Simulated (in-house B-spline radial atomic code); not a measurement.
What moves the levels of Se ([Ar] 3d10 4s2 4p4)? Level of theory: Dirac-Hartree-Fock, average of configuration, Fermi nucleus of rms radius 4.14 fm; calculated with an all-electron radial atomic-structure program (B-spline basis).

Baseline run (computed): total energy -2428.5885 hartree, 1s1/2 at -468.3677 hartree, 4p3/2 at -10.516 eV with <r> = 2.317 bohr.

Scaling the speed of light c (a factor of 100 is close to the non-relativistic limit):

```csv
c/c0,ΔE (hartree),4p3/2 level (eV),4p3/2 <r> (bohr)
0.95,-3.2133,-10.4973,2.318
0.98,-1.2239,-10.5087,2.317
1.02,1.1497,-10.5223,2.316
3,25.646,-10.6628,2.31
100,28.754,-10.6804,2.309
```

Changing the nucleus:

```
                                        nucleus    ΔE (eV)
         Gaussian nucleus of rms radius 4.14 fm  -0.000707
uniform spherical nucleus of rms radius 4.14 fm   0.000377
         Gaussian nucleus of rms radius 0.01 fm     -0.479
          Fermi nucleus of rms radius 4.0572 fm    -0.0184
          Fermi nucleus of rms radius 4.2228 fm     0.0187
```

A larger nucleus binds the electrons less, roughly as the density at the nucleus times the change of the nuclear <r²>. At equal rms radius the shape enters only through higher moments. A radius of 0.01 fm is nearly a point.

Q: The nuclear charge is raised by 0.1. What does the Hellmann-Feynman theorem predict for the energy, and what is found?

A: dE/dZ ≈ -Σ<1/r>, which is -172.57 at the start and -173.259 at the end; their mean times 0.1 is -17.291 hartree, and the two runs differ by -17.291 hartree.
